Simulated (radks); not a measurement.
Results of a calculation; reference values are marked as such.
Task: Spherical quantum dot in the effective-mass picture: electrons in a hard-walled sphere of radius 8.96, with a point charge +1 (a donor) at the centre, all in effective atomic units (hartree* = m*/eps^2 hartree, bohr* = eps/m* bohr), one dielectric constant everywhere. Level of theory: non-relativistic Kohn-Sham, LDA (Slater exchange, Perdew-Wang correlation), spin-polarised, spherical densities (a radial shooting solver with Libxc functionals). Levels are named by radial order and angular momentum (1s, 1p, 1d, 2s, ...), and open shells are averaged over m. Results are scaled to m* = 0.147 and eps = 6.2, for which hartree* = 104.1 meV and bohr* = 2.232 nm. At N = 4 the configuration is 1s2 1p(up 2, down 0). Does electron 5 go into 1p up or 2s up or 1p down?

Result: Into 1p up. The total energies of the other choices lie higher by 1.65 meV (2s up), 2.57 meV (1p down).
